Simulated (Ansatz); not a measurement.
```xyz
11

C    -0.420   -1.600    1.937
Zn   -0.088   -0.110    0.738
C     0.246    1.397   -0.451
Al    0.350    0.873   -2.295
H    -1.368   -1.472    2.466
H     0.373   -1.685    2.685
H    -0.467   -2.543    1.387
H     1.182    1.839   -0.090
H    -0.579    2.094   -0.261
H     1.736    0.407   -2.926
H    -0.965    0.801   -3.190
```

The species carries charge 0 and has multiplicity 1.

**Question.** List the PBE/def2-TZVPP orbital energies in eV (Ansatz 0.2.0). (Best estimate.)

**Answer.** The calculation gave: Occupied: -9407.17, -1506.04, -1133.77, -999.54, -999.54, -999.48, -268.36, -268.31, -125.87, -106.34, -83.27, -83.26, -83.10, -68.47, -68.21, -68.19, -16.63, -16.18, -11.63, -11.57, -11.51, -11.41, -11.41, -9.67, -9.64, -9.24, -9.17, -7.94, -7.00, -6.80, -6.09. Lowest empty: -1.96, -0.79, -0.79, -0.34, 0.53, 0.89, 1.65, 1.74.
